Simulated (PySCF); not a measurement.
# Ruthenium: a sound run and one with changed settings

Sound run: Ru⁺ [Kr] 4d7, Ru²⁺ [Kr] 4d6. All numbers are calculated (PySCF 2.14, scalar relativity through the core potential, in cc-pVDZ-PP with ECP28MDF (4s4p3d1f, 38 functions)). The sound run starts from symmetry-adapted Hartree-Fock orbitals and uses a fine grid where one is needed.

Changed run: 26 angular points. This setting is unsound on purpose.

```json
{"species": "Ru⁺", "method": "UHF", "sound run (hartree)": "-93.58083", "changed run (hartree)": "-93.58083", "converged": "yes"}
{"species": "Ru⁺", "method": "MN15", "sound run (hartree)": "-94.01331", "changed run (hartree)": "-93.96630", "converged": "yes"}
{"species": "Ru⁺", "method": "B3LYP", "sound run (hartree)": "-94.24309", "changed run (hartree)": "-94.25362", "converged": "yes"}
{"species": "Ru²⁺", "method": "UHF", "sound run (hartree)": "-93.03293", "changed run (hartree)": "-93.03293", "converged": "yes"}
{"species": "Ru²⁺", "method": "MN15", "sound run (hartree)": "-93.39711", "changed run (hartree)": "-93.37190", "converged": "yes"}
{"species": "Ru²⁺", "method": "B3LYP", "sound run (hartree)": "-93.61897", "changed run (hartree)": "-93.62417", "converged": "yes"}
```

Ionisation energy of Ru⁺:

```json
{"method": "UHF", "sound run (eV)": "14.909", "changed run (eV)": "14.909"}
{"method": "MN15", "sound run (eV)": "16.768", "changed run (eV)": "16.174"}
{"method": "B3LYP", "sound run (eV)": "16.983", "changed run (eV)": "17.128"}
```

A coarse angular grid integrates products of high-l functions wrongly, so density functionals can shift, and the SCF can exploit the error; Hartree-Fock and MP2 need no grid.

For comparison, NIST gives 16.76 ± 0.06 eV between the lowest levels.
